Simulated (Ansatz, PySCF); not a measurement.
This Ansatz (an electronic-structure program) input computes a r2SCAN/def2-TZVPD energy:

Ansatz 0.2 input:
```yaml
crystal:
  periodic: [false, false, false]
  atoms:
    - {symbol: Ge, position_ang: [0.00178174, -0.00229427, 0.34278814]}
    - {symbol: F, position_ang: [0.71184924, 1.29400621, -0.60448421]}
    - {symbol: F, position_ang: [-0.71818432, -1.28584881, -0.61431806]}
basis:
  gaussian:
    orbitals: def2-TZVPD
hamiltonian:
  xc: {name: r2SCAN}
magnetization: {spin_polarized: true, initial_magnetization: 2}
output: {forces: true}
```

Problem. Write an input for the same energy in PySCF and say what it gives.

Solution. 
```python
from pyscf import gto, scf, dft

mol = gto.M(
    atom='''
    Ge    0.00178174   -0.00229427    0.34278814
    F     0.71184924    1.29400621   -0.60448421
    F    -0.71818432   -1.28584881   -0.61431806
    ''',
    basis='def2-tzvpd',
    charge=0,
    spin=2,
    verbose=4,
)

mf = dft.UKS(mol, xc='r2scan').density_fit(auxbasis='def2-universal-jkfit')
mf.grids.level = 4
mf.conv_tol = 1e-9
mf.max_cycle = 100
mf.max_memory = 1500
mf.kernel()
if not mf.converged:
    mf = mf.newton()
    mf.kernel(mf.make_rdm1())
for _ in range(2):
    mo, _, stable, _ = mf.stability(return_status=True)
    if stable:
        break
    mf.kernel(mf.make_rdm1(mo, mf.mo_occ))
mf.analyze()
```
It gives -2276.64935 Eh, and Ansatz -2276.64927 Eh, a difference of 0.08 mEh, from the treatment of integrals and grids.

This is an excited triplet: at this geometry the singlet lies 3.30 eV lower at RI-MP2/CBS(aug-cc-pVTZ,aug-cc-pVQZ)+[CCSD(T)-MP2]/aug-cc-pVTZ.
